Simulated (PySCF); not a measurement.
Question: Write Cartesian coordinates for CF3OCF3, `FC(F)(F)OC(F)(F)F` as optimised with GFN2-xTB.

Answer: 
```
atom  x, y, z in Å
F1     1.2689    0.7495   -0.8981
C2     1.1170    0.2004    0.2989
F3     2.2161   -0.4597    0.5971
F4     0.9830    1.1899    1.1721
O5     0.0770   -0.6731    0.3506
C6    -1.0993   -0.3285   -0.2363
F7    -1.0604   -0.4673   -1.5548
F8    -1.4536    0.9237    0.0166
F9    -2.0351   -1.1289    0.2289
```

Any rigid rotation of these coordinates is as good. Atoms count from 1 in this order. Of the pairs four or more bonds apart, F1···F7 is among the closest relative to their van der Waals radii: 2.71 Å, 92 % of the sum of Bondi's values. O5 (ether oxygen) is bent (angle 118.9°).

Bonds between heavy atoms (Å): F1–C2 1.326, C2–F3 1.316, C2–F4 1.326, C2–O5 1.359, O5–C6 1.359, C6–F7 1.326, C6–F8 1.326, C6–F9 1.316.

Computed geometry: GFN2-xTB, gas phase.

Point group: C2 (tolerance 0.08 Å). Stationary, but not proved a minimum.
